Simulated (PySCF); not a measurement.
# One molecule, several mistakes: BGeH4NO

These are calculations, not measurements. The program is PySCF 2.14.0, an open-source quantum chemistry code, run on an isolated molecule that a program drew, which may never have been made. The molecule is BGeH4NO (charge 0, singlet), drawn as the SMILES string `[NH2][GeH2][B]=O`.

Each row is a Hartree-Fock (HF) and frozen-core CCSD(T) single point in the cc-pVDZ basis, meant for a local HF minimum. Run 1 is clean. Each other run has one planted mistake out of seven kinds, and not every kind appears here: one electron removed, one electron added, multiplicity raised by two, geometry at a saddle point, minimal basis STO-3G, one bond length entered in bohr, all coordinates scaled. The reference is restricted for singlets and unrestricted otherwise, and also for a bond in bohr. Adding or removing an electron swaps singlet and doublet. Electrons count all cores. HOMO and LUMO are orbital energies over both spins, the gradient is its largest component, and the lowest frequency (negative if imaginary) is given only where the gradient is small. Bond lengths are over the 7 bonds as drawn. T1 is the CCSD diagnostic: over 0.02 (restricted) or 0.045 (unrestricted) a single reference is doubtful. Germanium has the cc-pVDZ-PP basis, with a core potential (ECP10MDF) in place of its 10 inner electrons, and its 3s, 3p and 3d shells are frozen in CCSD(T).

Geometry of the clean run:
```xyz
8
BGeH4NO, angstrom
N    -0.6433    1.1243   -0.8766
Ge    0.4380    0.0824   -1.9345
B     1.1891   -1.4162   -0.7218
O     1.6350   -2.2717   -0.0312
H    -1.1350    1.8414   -1.3829
H    -0.1748    1.5602   -0.1004
H     1.6288    0.8117   -2.5670
H    -0.4276   -0.5418   -3.0235
```

| run | electrons | basis functions | <S^2> | HOMO (eV) | LUMO (eV) | gradient (hartree/bohr) | lowest frequency (cm^-1) | mean bond (Å) | longest bond (Å) | T1 | HF (hartree) | CCSD(T) (hartree) | mistake |
|---|---|---|---|---|---|---|---|---|---|---|---|---|---|
| 1 | 56 | 85 | 0.000 | -11.34 | 2.59 | 1.2e-05 | 130 | 1.4517 | 2.069 | 0.0170 | -449.76759 | -450.34457 | no fault |
| 2 | 56 | 85 | 0.000 | -11.31 | 2.47 | 3.2e-02 | - | 1.4807 | 2.110 | 0.0179 | -449.76417 | -450.34608 | all coordinates scaled |
| 3 | 55 | 85 | 0.763 | -17.89 | -6.92 | 7.7e-02 | - | 1.4517 | 2.069 | 0.0271 | -449.43852 | -449.98096 | one electron removed |
| 4 | 56 | 85 | 2.015 | -4.04 | -0.80 | 9.4e-02 | - | 1.4517 | 2.069 | 0.0257 | -449.57214 | -450.13289 | ? |
| 5 | 57 | 85 | 0.759 | 1.66 | 8.43 | 6.7e-02 | - | 1.4517 | 2.069 | 0.0223 | -449.68841 | -450.28027 | ? |

**Which mistake was planted in run 4, and what did it cost?**

Electrons, basis and geometry are unchanged, and <S^2> is 2.015, beside S(S+1) = 2.00 for a multiplicity of 3. So the mistake is: multiplicity raised by two. Subtracting run 1 and multiplying by 627.51 kcal/mol a hartree, the energy moved by 122.6 kcal/mol in HF and 132.8 kcal/mol in CCSD(T).

**Which mistake was planted in run 5, and what did it cost?**

It counts 57 electrons, one more than the clean run, at the same geometry and basis. So the mistake is: one electron added. Subtracting run 1 and multiplying by 627.51 kcal/mol a hartree, the energy moved by 49.7 kcal/mol in HF and 40.3 kcal/mol in CCSD(T).

Cautions from the logs. Run 5: the HOMO is above zero, so the electron isn't bound and the energy depends on the basis.
